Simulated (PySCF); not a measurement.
Vertical excitations of a molecule C₄H₂BrF from TDDFT-PBE/def2-SVPD run with PySCF, as energy in eV (oscillator strength): 4.46 (0.000), 4.85 (0.000), 4.89 (0.326), 5.52 (0.000), 5.59 (0.001), 5.61 (0.211), 6.04 (0.001), 6.21 (0.005), 6.42 (0.000), 6.44 (0.000). Lowest triplet (TDA): 3.09 eV. Coordinates come from a PBE-D3(BJ)/def2-SVP optimisation. Other conformers were not sampled.

Q: Identify the compound among the candidates.
A. C#C/C(F)=C\Br
B. C#C/C=C(\F)Br
C. C#C/C(Br)=C\F

A: B, C#C/C=C(\F)Br
